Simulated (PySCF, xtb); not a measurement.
**A geometry optimisation of C2H3Ge+ with r2SCAN-D4/def2-SVP**

The starting geometry of this gas-phase singlet was built from a drawn formula by distance geometry; its bonds are those of `[CH]1=[CH][GeH+]1`.

```xyz
6

C     0.5744   -0.2924    1.2630
C     1.3286   -1.3825    1.0372
Ge    0.2288   -0.9421   -0.4940
H     0.2725    0.5659    1.7916
H     2.0913   -2.1112    1.2816
H    -0.0152   -1.1767   -1.9828
```

Question: Predict what becomes of its bonds when it is optimised with r2SCAN-D4/def2-SVP.

Answer: It keeps its bonds, and is `[CH]1=[CH][GeH+]1`.

The energy falls by 0.53 eV over 12 steps:

| step | E − E(last) (eV) |
| --- | --- |
| 1 | 0.532 |
| 2 | 0.189 |
| 3 | 0.039 |
| 5 | 0.016 |
| 6 | 0.008 |
| 7 | 0.003 |
| 8 | 0.001 |
| 10 | 0.000 |
| 11 | 0.000 |
| 12 | 0.000 |

Final geometry (Å):

```
atom    x (Å)    y (Å)    z (Å)
   C   0.5518  -0.2882   1.0889
   C   1.3186  -1.4139   0.9064
  Ge   0.3566  -0.9871  -0.5947
   H   0.3551   0.4318   1.8933
   H   2.0218  -2.0155   1.4962
   H  -0.1617  -1.1122  -2.0074
```

From the same start GFN2-xTB ends elsewhere, differing in C2–Ge3 (2.50 against 1.83 Å here).

The end wasn't checked by frequencies. Run with PySCF 2.14.0, 44 s on 2 threads of Intel(R) Xeon(R) 6975P-C (Granite Rapids) (shared host).
